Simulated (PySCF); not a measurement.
# Correlation energy of Bi³⁺ (bismuth, charge +3)

Starting occupation: [Xe] 4f14 5d10 6s2. Computed with PySCF 2.14 in x2c-TZVPPall-2c with one added diffuse shell each of s, p, d, f type (12s12p10d4f, 126 functions), with X2C-1e with screened-nucleus spin-orbit coupling, Gaussian nucleus. Frozen: [Kr] 4d10 4f14; 20 electrons correlated; the 26 highest virtual spinors left out.

MP2 pair energies summed by pair of shells (mhartree):

```tsv
pair	energy	share (%)
5d3/2-5d5/2	-105.02	22.5
5d5/2-5d5/2	-75.73	16.2
5d5/2-6s1/2	-62.12	13.3
5d3/2-6s1/2	-40.10	8.6
5d3/2-5d3/2	-31.50	6.7
5d5/2-5p3/2	-28.38	6.1
6s1/2-6s1/2	-21.18	4.5
5d3/2-5p3/2	-20.10	4.3
5d5/2-5p1/2	-13.83	3.0
5p3/2-5p3/2	-10.07	2.2
5p1/2-5p3/2	-9.40	2.0
5d3/2-5p1/2	-8.91	1.9
5d5/2-5s1/2	-8.49	1.8
5p3/2-6s1/2	-8.38	1.8
5p3/2-5s1/2	-6.80	1.5
5d3/2-5s1/2	-5.72	1.2
5p1/2-5s1/2	-3.36	0.7
5p1/2-6s1/2	-3.11	0.7
5p1/2-5p1/2	-2.42	0.5
5s1/2-5s1/2	-1.89	0.4
5s1/2-6s1/2	-1.09	0.2
```

Total MP2 correlation energy: -467.62 mhartree.

The virtual space was cut to 104 spinors, which keep -463.53 of the -467.62 mhartree of MP2 correlation.

| level | correlation energy (mhartree) |
| --- | --- |
| CCSD | -434.59 |

Diagnostics: T1 = 0.0060, largest double amplitude 0.076.

Problem. Is a single reference adequate?

Solution. Mostly. T1 lies below 0.03, but a double amplitude of this size points to a near-degeneracy that CCSD handles and MP2 describes poorly.

This basis was not built for core-valence correlation, so the inner-shell part is incomplete.
